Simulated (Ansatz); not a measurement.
GeNH₈F, singlet: a relaxation.

The input file, in.yaml:

```yaml
crystal:
  periodic: [false, false, false]
  atoms:
    - {symbol: Ge, position_ang: [-0.722374, -0.548024, -0.635182]}
    - {symbol: H, position_ang: [-0.257815, -1.265001, 0.877805]}
    - {symbol: H, position_ang: [-0.764420, -1.941706, -1.316843]}
    - {symbol: H, position_ang: [-2.075832, -0.080562, -0.168630]}
    - {symbol: H, position_ang: [-0.165555, 0.385732, -1.800627]}
    - {symbol: H, position_ang: [1.240169, 1.137541, 0.443188]}
    - {symbol: N, position_ang: [0.244152, 1.239091, 0.587577]}
    - {symbol: H, position_ang: [0.934789, -1.200555, 0.339887]}
    - {symbol: F, position_ang: [1.565151, -1.033099, -0.178024]}
    - {symbol: H, position_ang: [-0.045768, 2.155312, 0.273585]}
    - {symbol: H, position_ang: [0.047604, 1.151069, 1.577164]}
basis:
  gaussian: {orbitals: def2-TZVP}
hamiltonian: {xc: pbe0, dispersion: d4}
relax: {f_tol: 0.005, max_steps: 200}
```

Run by:

```bash
ansatz run in.yaml --threads 4 --pin off --events-out ev --progress --plain --max-ram 9574MiB
```

What Ansatz 0.2.0 printed:

```
Functional definition: PBE0
  name "PBE0"
  cite "Adamo & Barone, J. Chem. Phys. 110, 6158 (1999) doi:10.1063/1.478522"
  cite "Perdew, Burke & Ernzerhof, Phys. Rev. Lett. 77, 3865 (1996) doi:10.1103/PhysRevLett.77.3865"
  parent pbe
  parameter a = 0.25
  parameter kappa = 0.804
  parameter beta = 0.06672455060314922
  exchange = (1 - a)*pbe_x(kappa = kappa, mu = beta*pi^2/3) + a*exact_x
  correlation = pbe_c(beta = beta)
1064 factors; their error is unknown
mean field evaluation 1: about -60837.5704 eV, gradient 6.1e1 eV
mean field evaluation 2: about -60831.8331 eV, gradient 8.0e1 eV
mean field evaluation 4: about -60843.4506 eV, gradient 1.6e0 eV
mean field evaluation 8: about -60843.4536 eV, gradient 2.9e-2 eV
mean field evaluation 16: about -60843.7307 eV, gradient 1.7e-5 eV
mean field -60843.73067034 eV, -2235.9658607732 hartree, gradient 1.7e-5 eV, S^2 0.000000; 0 other end points of the search recorded, 0 dependent functions left out
the calculation of the forces begins
reference -60843.73069866 eV, -2235.9658618140 hartree; 28, 28 occupied and 130, 130 virtual orbitals, 1064 factors
relax step   1: F+E_penalty+E_count = -60843.86562943 eV  Δ(F+E_penalty+E_count) = +0.000e0 eV  max|allowed force component| = 8.376e0 eV/Å  Δτ_max = 0.0000 Å  (27 SCF iters, accepted)
relax step   2: F+E_penalty+E_count = -60844.84099049 eV  Δ(F+E_penalty+E_count) = -9.754e-1 eV  max|allowed force component| = 1.180e0 eV/Å  Δτ_max = 0.1946 Å  (29 SCF iters, accepted)
relax step   3: F+E_penalty+E_count = -60845.18109292 eV  Δ(F+E_penalty+E_count) = -3.401e-1 eV  max|allowed force component| = 1.350e0 eV/Å  Δτ_max = 0.1949 Å  (29 SCF iters, accepted)
relax step   4: F+E_penalty+E_count = -60845.32947593 eV  Δ(F+E_penalty+E_count) = -1.484e-1 eV  max|allowed force component| = 2.379e0 eV/Å  Δτ_max = 0.1943 Å  (28 SCF iters, accepted)
relax step   5: F+E_penalty+E_count = -60845.54881511 eV  Δ(F+E_penalty+E_count) = -2.193e-1 eV  max|allowed force component| = 1.201e0 eV/Å  Δτ_max = 0.1995 Å  (28 SCF iters, accepted)
relax step   6: F+E_penalty+E_count = -60845.63318603 eV  Δ(F+E_penalty+E_count) = -8.437e-2 eV  max|allowed force component| = 5.672e-1 eV/Å  Δτ_max = 0.2000 Å  (29 SCF iters, accepted)
relax step   7: F+E_penalty+E_count = -60845.65373056 eV  Δ(F+E_penalty+E_count) = -2.054e-2 eV  max|allowed force component| = 2.670e-1 eV/Å  Δτ_max = 0.1240 Å  (29 SCF iters, accepted)
relax step   8: F+E_penalty+E_count = -60845.67932461 eV  Δ(F+E_penalty+E_count) = -2.559e-2 eV  max|allowed force component| = 2.813e-1 eV/Å  Δτ_max = 0.1981 Å  (29 SCF iters, accepted)
relax step   9: F+E_penalty+E_count = -60845.68738941 eV  Δ(F+E_penalty+E_count) = -8.065e-3 eV  max|allowed force component| = 4.303e-1 eV/Å  Δτ_max = 0.0885 Å  (28 SCF iters, accepted)
relax step  10: F+E_penalty+E_count = -60845.69215201 eV  Δ(F+E_penalty+E_count) = -4.763e-3 eV  max|allowed force component| = 1.178e0 eV/Å  Δτ_max = 0.1927 Å  (28 SCF iters, accepted)
relax step  11: F+E_penalty+E_count = -60845.73175822 eV  Δ(F+E_penalty+E_count) = -3.961e-2 eV  max|allowed force component| = 1.393e0 eV/Å  Δτ_max = 0.1964 Å  (27 SCF iters, accepted)
relax step  12: F+E_penalty+E_count = -60845.82331088 eV  Δ(F+E_penalty+E_count) = -9.155e-2 eV  max|allowed force component| = 1.476e0 eV/Å  Δτ_max = 0.1933 Å  (29 SCF iters, accepted)
relax step  13: F+E_penalty+E_count = -60845.93480712 eV  Δ(F+E_penalty+E_count) = -1.115e-1 eV  max|allowed force component| = 7.330e-1 eV/Å  Δτ_max = 0.1951 Å  (27 SCF iters, accepted)
relax step  14: F+E_penalty+E_count = -60845.99456595 eV  Δ(F+E_penalty+E_count) = -5.976e-2 eV  max|allowed force component| = 5.250e-1 eV/Å  Δτ_max = 0.1999 Å  (29 SCF iters, accepted)
relax step  15: F+E_penalty+E_count = -60846.03424928 eV  Δ(F+E_penalty+E_count) = -3.968e-2 eV  max|allowed force component| = 3.940e-1 eV/Å  Δτ_max = 0.1944 Å  (28 SCF iters, accepted)
relax step  16: F+E_penalty+E_count = -60846.05200499 eV  Δ(F+E_penalty+E_count) = -1.776e-2 eV  max|allowed force component| = 1.043e-1 eV/Å  Δτ_max = 0.1299 Å  (28 SCF iters, accepted)
[...]
relax step  37: F+E_penalty+E_count = -60846.09672087 eV  Δ(F+E_penalty+E_count) = +8.668e-4 eV  max|allowed force component| = 1.653e-1 eV/Å  Δτ_max = 0.0971 Å  (28 SCF iters, rejected (line search))
relax step  38: F+E_penalty+E_count = -60846.09752769 eV  Δ(F+E_penalty+E_count) = +6.001e-5 eV  max|allowed force component| = 4.528e-2 eV/Å  Δτ_max = 0.0177 Å  (30 SCF iters, rejected (line search))
relax step  39: F+E_penalty+E_count = -60846.09762147 eV  Δ(F+E_penalty+E_count) = -3.377e-5 eV  max|allowed force component| = 7.121e-3 eV/Å  Δτ_max = 0.0088 Å  (31 SCF iters, accepted)
relax step  40: F+E_penalty+E_count = -60846.09766350 eV  Δ(F+E_penalty+E_count) = -4.204e-5 eV  max|allowed force component| = 3.818e-2 eV/Å  Δτ_max = 0.0489 Å  (29 SCF iters, accepted)
relax step  41: F+E_penalty+E_count = -60846.09773383 eV  Δ(F+E_penalty+E_count) = -7.033e-5 eV  max|allowed force component| = 1.523e-2 eV/Å  Δτ_max = 0.0063 Å  (31 SCF iters, accepted)
relax step  42: F+E_penalty+E_count = -60846.09777545 eV  Δ(F+E_penalty+E_count) = -4.162e-5 eV  max|allowed force component| = 7.802e-4 eV/Å  Δτ_max = 0.0100 Å  (30 SCF iters, accepted)
relax step  43: F+E_penalty+E_count = -60846.09783018 eV  Δ(F+E_penalty+E_count) = -5.473e-5 eV  max|allowed force component| = 5.198e-2 eV/Å  Δτ_max = 0.0612 Å  (29 SCF iters, accepted)
relax step  44: F+E_penalty+E_count = -60846.09795994 eV  Δ(F+E_penalty+E_count) = -1.298e-4 eV  max|allowed force component| = 2.852e-2 eV/Å  Δτ_max = 0.0181 Å  (30 SCF iters, accepted)
relax step  45: F+E_penalty+E_count = -60846.09807186 eV  Δ(F+E_penalty+E_count) = -1.119e-4 eV  max|allowed force component| = 1.016e-2 eV/Å  Δτ_max = 0.0198 Å  (31 SCF iters, accepted)
relax step  46: F+E_penalty+E_count = -60846.09722399 eV  Δ(F+E_penalty+E_count) = +8.479e-4 eV  max|allowed force component| = 1.840e-1 eV/Å  Δτ_max = 0.0951 Å  (28 SCF iters, rejected (line search))
relax step  47: F+E_penalty+E_count = -60846.09808494 eV  Δ(F+E_penalty+E_count) = -1.308e-5 eV  max|allowed force component| = 1.386e-2 eV/Å  Δτ_max = 0.0084 Å  (30 SCF iters, accepted)
relax step  48: F+E_penalty+E_count = -60846.09816708 eV  Δ(F+E_penalty+E_count) = -8.215e-5 eV  max|allowed force component| = 1.228e-3 eV/Å  Δτ_max = 0.0131 Å  (31 SCF iters, accepted)
relax step  49: F+E_penalty+E_count = -60846.09816795 eV  Δ(F+E_penalty+E_count) = -8.637e-7 eV  max|allowed force component| = 6.895e-2 eV/Å  Δτ_max = 0.0514 Å  (29 SCF iters, accepted)
relax step  50: F+E_penalty+E_count = -60846.09834042 eV  Δ(F+E_penalty+E_count) = -1.725e-4 eV  max|allowed force component| = 1.440e-2 eV/Å  Δτ_max = 0.0055 Å  (31 SCF iters, accepted)
relax step  51: F+E_penalty+E_count = -60846.09840576 eV  Δ(F+E_penalty+E_count) = -6.534e-5 eV  max|allowed force component| = 1.076e-3 eV/Å  Δτ_max = 0.0136 Å  (30 SCF iters, accepted)
relax step  52: F+E_penalty+E_count = -60846.09758977 eV  Δ(F+E_penalty+E_count) = +8.160e-4 eV  max|allowed force component| = 1.715e-1 eV/Å  Δτ_max = 0.1061 Å  (28 SCF iters, rejected (line search))
relax step  53: F+E_penalty+E_count = -60846.09858029 eV  Δ(F+E_penalty+E_count) = -1.745e-4 eV  max|allowed force component| = 2.948e-2 eV/Å  Δτ_max = 0.0518 Å  (28 SCF iters, accepted)
relax step  54: F+E_penalty+E_count = -60846.09845903 eV  Δ(F+E_penalty+E_count) = +1.213e-4 eV  max|allowed force component| = 9.521e-2 eV/Å  Δτ_max = 0.0531 Å  (30 SCF iters, rejected (line search))
relax step  55: F+E_penalty+E_count = -60846.09870967 eV  Δ(F+E_penalty+E_count) = -1.294e-4 eV  max|allowed force component| = 1.440e-2 eV/Å  Δτ_max = 0.0257 Å  (29 SCF iters, accepted)
relax step  56: F+E_penalty+E_count = -60846.09876232 eV  Δ(F+E_penalty+E_count) = -5.264e-5 eV  max|allowed force component| = 6.664e-2 eV/Å  Δτ_max = 0.0492 Å  (30 SCF iters, accepted)
relax step  57: F+E_penalty+E_count = -60846.09887198 eV  Δ(F+E_penalty+E_count) = -1.097e-4 eV  max|allowed force component| = 4.130e-2 eV/Å  Δτ_max = 0.0128 Å  (30 SCF iters, accepted)
relax step  58: F+E_penalty+E_count = -60846.09899900 eV  Δ(F+E_penalty+E_count) = -1.270e-4 eV  max|allowed force component| = 1.330e-2 eV/Å  Δτ_max = 0.0117 Å  (30 SCF iters, accepted)
relax step  59: F+E_penalty+E_count = -60846.09909895 eV  Δ(F+E_penalty+E_count) = -9.995e-5 eV  max|allowed force component| = 2.057e-2 eV/Å  Δτ_max = 0.0306 Å  (29 SCF iters, accepted)
relax step  60: F+E_penalty+E_count = -60846.09907493 eV  Δ(F+E_penalty+E_count) = +2.402e-5 eV  max|allowed force component| = 7.906e-2 eV/Å  Δτ_max = 0.0491 Å  (29 SCF iters, rejected (line search))
relax step  61: F+E_penalty+E_count = -60846.09918977 eV  Δ(F+E_penalty+E_count) = -9.083e-5 eV  max|allowed force component| = 1.244e-2 eV/Å  Δτ_max = 0.0239 Å  (29 SCF iters, accepted)
relax step  62: F+E_penalty+E_count = -60846.09907910 eV  Δ(F+E_penalty+E_count) = +1.107e-4 eV  max|allowed force component| = 9.686e-2 eV/Å  Δτ_max = 0.0609 Å  (29 SCF iters, rejected (line search))
relax step  63: F+E_penalty+E_count = -60846.09926853 eV  Δ(F+E_penalty+E_count) = -7.876e-5 eV  max|allowed force component| = 7.785e-3 eV/Å  Δτ_max = 0.0250 Å  (30 SCF iters, accepted)
relax step  64: F+E_penalty+E_count = -60846.09923859 eV  Δ(F+E_penalty+E_count) = +2.994e-5 eV  max|allowed force component| = 6.027e-2 eV/Å  Δτ_max = 0.0493 Å  (29 SCF iters, rejected (line search))
relax step  65: F+E_penalty+E_count = -60846.09932374 eV  Δ(F+E_penalty+E_count) = -5.521e-5 eV  max|allowed force component| = 1.721e-2 eV/Å  Δτ_max = 0.0242 Å  (31 SCF iters, accepted)
relax step  66: F+E_penalty+E_count = -60846.09921221 eV  Δ(F+E_penalty+E_count) = +1.115e-4 eV  max|allowed force component| = 8.060e-2 eV/Å  Δτ_max = 0.0242 Å  (30 SCF iters, rejected (line search))
relax step  67: F+E_penalty+E_count = -60846.09936162 eV  Δ(F+E_penalty+E_count) = -3.788e-5 eV  max|allowed force component| = 2.672e-3 eV/Å  Δτ_max = 0.0117 Å  (30 SCF iters, accepted)
Total energy: -60846.09939218 eV, -2236.0529096950 hartree
Atom 0 at    -1.139668    -1.402927    -1.117619 Å, force     0.000049     0.000032    -0.000162 eV/Å
Atom 1 at    -0.756994    -2.590380    -0.233704 Å, force    -0.000232     0.000284    -0.000112 eV/Å
Atom 2 at    -2.450276    -1.726524    -1.861418 Å, force     0.000286     0.000094    -0.000084 eV/Å
Atom 3 at    -1.404742    -0.160572    -0.249434 Å, force     0.000016     0.000002    -0.000171 eV/Å
Atom 4 at    -0.050297    -1.093762    -2.147498 Å, force     0.000021    -0.000206     0.000196 eV/Å
Atom 5 at     1.451609     2.365339     0.724907 Å, force    -0.000848     0.001005    -0.000627 eV/Å
Atom 6 at     0.831224     1.644716     1.073356 Å, force     0.000538    -0.002671    -0.001011 eV/Å
Atom 7 at     1.309766     0.150997     0.666287 Å, force    -0.000053     0.000746     0.000278 eV/Å
Atom 8 at     1.543344    -0.748561     0.398901 Å, force     0.000241    -0.001300    -0.000329 eV/Å
Atom 9 at    -0.085212     1.800528     0.669880 Å, force    -0.000115     0.000694     0.000912 eV/Å
Atom 10 at     0.751347     1.760944     2.076241 Å, force     0.000098     0.001322     0.001111 eV/Å
Dipole moment:    -0.153848     0.900913     0.302916 e Å

[the SCF lines of later steps are left out]
```

Hardware: 4 CPU threads of an Arm Neoverse V2, shared host. Wall time about 100 s.
